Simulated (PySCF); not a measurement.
B(Br)2(NH2) (BBr2H2N), SMILES NB(Br)Br. Coordinates come from a PBE-D3(BJ)/def2-SVP optimisation. The values are those of a single conformer.

### Question
Give the equilibrium geometry at PBE-D3(BJ)/def2-SVP (PySCF confirms it by a frequency run) as bond lengths and angles, and its point group. (An estimate is asked for; the answer gives what the named calculation found.)

### Answer
Several could match; the one computed here: point group C2v.
Atoms: B1 Br2 Br3 N4 H5 H6. Bonds (Å): B1–Br2 1.935, B1–Br3 1.935, B1–N4 1.395, N4–H5 1.020, N4–H6 1.020. Bond angles (°): Br2–B1–Br3 120.1, Br2–B1–N4 119.9, Br3–B1–N4 119.9, B1–N4–H5 122.4, B1–N4–H6 122.4, H5–N4–H6 115.2.
